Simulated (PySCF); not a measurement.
C3H5O3S (doublet state).
Structure used (GFN2-xTB), in Å, numbered top down from 1:
```
atom  x, y, z in Å
O1     0.650   -1.831    0.141
S2     1.016   -0.505    0.510
O3     1.711   -0.280    1.741
O4     1.955    0.111   -0.662
C5    -0.421    0.574    0.362
C6    -1.711   -0.063    0.425
C7    -1.205    0.284   -0.896
H8     2.745    0.492   -0.276
H9    -0.200    1.564    0.722
H10   -2.074   -0.955    0.883
H11   -1.642    1.113   -1.439
H12   -0.821   -0.504   -1.536
```

The hyperfine couplings belong to this conformer and change with its torsions.

The species is `O=S(=O)(O)[C@@H]1[CH]C1` [radical].

Method: UKS B3LYP, pcH-1 on C H O S, non-relativistic, mean-field spin-orbit, GIAO (PySCF). One conformer (not necessarily the lowest) at the GFN2-xTB geometry, without solvent, vibrations or thermal averaging. The geometry wasn't refined by DFT: couplings that depend on bond lengths, twists or pyramidal angles can differ widely from those at the functional's own minimum. Stability of the SCF solution: not tested.

(1) Match the computed a_iso(17O) values -11.0, -0.6 MHz with the sites O1; O4.

(2) The isotropic 13C couplings are +254.1, -20.2, -17.2 MHz. Assign them to C5; C6; C7.

(3) Match the computed a_iso(1H) values +92.4, +84.2, +68.2, -20.0, +3.0 MHz with the sites H8; H9; H10; H11; H12.

Results:

(1) 
| site | a_iso (MHz) | ρ(0) (bohr⁻³) | position | distance from C6 (Å) | spin population | largest \|T\| (MHz) |
| --- | --- | --- | --- | --- | --- | --- |
| O1 | -0.6 | +0.0009 | 3 bonds from C6 | 2.96 | +0.01 | 3.5 |
| O4 | -11.0 | +0.0180 | 3 bonds from C6 | 3.83 | +0.01 | 4.6 |

(2) 
```json
{"site": "C5", "a_iso (MHz)": "-17.2", "ρ(0) (bohr⁻³)": "-0.0153", "position": "1 bond from C6", "distance from C6 (Å)": "1.44", "spin population": "-0.05", "largest |T| (MHz)": "4.2"}
{"site": "C6", "a_iso (MHz)": "+254.1", "ρ(0) (bohr⁻³)": "+0.2261", "position": "largest spin population", "distance from C6 (Å)": "0.00", "spin population": "+0.97", "largest |T| (MHz)": "151.1"}
{"site": "C7", "a_iso (MHz)": "-20.2", "ρ(0) (bohr⁻³)": "-0.0180", "position": "1 bond from C6", "distance from C6 (Å)": "1.46", "spin population": "-0.06", "largest |T| (MHz)": "5.2"}
```

(3) 
```
site  a_iso (MHz)  ρ(0) (bohr⁻³)            position  distance from C6 (Å)  bound to  spin population there  largest |T| (MHz)
  H8         +3.0        +0.0007     4 bonds from C6                  4.54        O4                  +0.01                2.4
  H9        +68.2        +0.0153  β, 2 bonds from C6                  2.24        C5                  -0.05                9.0
 H10        -20.0        -0.0045   α, 1 bond from C6                  1.07        C6                  +0.97               38.5
 H11        +92.4        +0.0207  β, 2 bonds from C6                  2.21        C7                  -0.06               10.4
 H12        +84.2        +0.0188  β, 2 bonds from C6                  2.20        C7                  -0.06                7.2
```

ρ(0) is the spin density at the nucleus and T the dipolar tensor; a_iso includes a spin–orbit part. The largest Mulliken spin population is on C6 (+0.97). The angles at C6 add up to 331.8°, so it is pyramidal.

β density exceeds α density at some nuclei, such as C7 (-0.0180), C5 (-0.0153) and H10 (-0.0045), spin density in bohr⁻³. In a single determinant that takes different orbitals for the two spins, that is spin polarisation.
